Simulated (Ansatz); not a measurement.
```yaml
crystal:
  periodic: [true, true, true]
  atoms:
    - {symbol: N, position_ang: [-1.613580, 0.682702, -0.111823]}
    - {symbol: Nb, position_ang: [-0.048356, -0.526424, -0.162233]}
    - {symbol: N, position_ang: [1.261629, -0.024536, 1.232829]}
    - {symbol: O, position_ang: [-0.600723, -2.088289, 0.199309]}
    - {symbol: O, position_ang: [0.764709, -0.513817, -1.894941]}
    - {symbol: H, position_ang: [-2.553680, 0.372750, 0.085829]}
    - {symbol: H, position_ang: [-1.604840, 1.683193, -0.248012]}
    - {symbol: H, position_ang: [1.542609, -0.640019, 1.981998]}
    - {symbol: H, position_ang: [1.702698, 0.876553, 1.347382]}
    - {symbol: H, position_ang: [1.232735, 0.126586, -2.427438]}
basis:
  gaussian: {orbitals: cc-pVTZ-DK, fitting: {mean_field: def2-universal-jkfit}}
total_charge: -1
magnetization: {spin_polarized: true, initial_magnetization: 1}
hamiltonian: {xc: {name: B97M-V}}
accuracy: high
```

```sh
$ ansatz run in.yaml --threads 4 --pin off --events-out ev --progress --plain --max-ram 10444MiB
```

Q: How does Ansatz answer? (An estimate is asked.)

A: The calculation gave: The input was rejected before any iteration.
```
Error: YAML parse error: error: line 2 column 3: crystal: missing field `lattice` (a structure is typed as `lattice` and `atoms`, a molecule's as `atoms` in Å alone, or read from a run's directory, `checkpoint`)
 --> <input>:2:3
1 | crystal:
2 |   periodic: [true, true, true]
3 |   atoms:
4 |     - {symbol: N, position_ang: [-1.613580, 0.682702, -0.111823]}
```
